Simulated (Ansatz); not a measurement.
**C2H2FI: which of these isomers lies lowest?**

2 of its isomers, all singlets with charge 0: A = `C=C(F)I`; B = `F/C=C/I`.

Shapes, held fixed at every level: PBE0-D4/def2-TZVP. Programs: Ansatz 0.2.0.

A:

```xyz
6

C     0.5603    0.0962    0.5621
C    -0.4459   -0.0032   -0.2834
F    -1.6424    0.5085   -0.0235
I    -0.3700   -0.9476   -2.1322
H     0.4168    0.6111    1.5045
H     1.5233   -0.3289    0.3263
```

B:

```xyz
6

F    -1.1887   -0.5212   -1.3542
C    -0.6605   -0.2366   -0.1621
C     0.5901    0.1688   -0.0541
I     1.4228    0.6132    1.7821
H    -1.3586   -0.3763    0.6545
H     1.2370    0.2882   -0.9122
```

Electronic energies in kJ/mol, without zero-point or thermal terms.

```tsv
level	kind	B − A
HF/def2-SVP	Hartree–Fock	-9.6
PBE-D4/def2-TZVPP	GGA	+3.7
B3LYP-D4/def2-TZVPP	global hybrid	+1.4
BHLYP-D4/def2-TZVPP	global hybrid	-1.5
MP2/def2-TZVPP	perturbation theory	-0.3
CCSD/def2-TZVPP	coupled cluster or CI	-2.6
CCSD(T)/def2-TZVPP	coupled cluster or CI	-1.4
```

The highest level, CCSD(T)/def2-TZVPP, puts B lowest of these. PBE-D4/def2-TZVPP, B3LYP-D4/def2-TZVPP (by under 2 kJ/mol) put A lowest. The B − A difference spans -9.6 to +3.7 kJ/mol over the levels. For atoms past krypton def2 sets carry core potentials with scalar relativity. Correlated rows may include outer-core shells of I, which these sets cover unevenly.
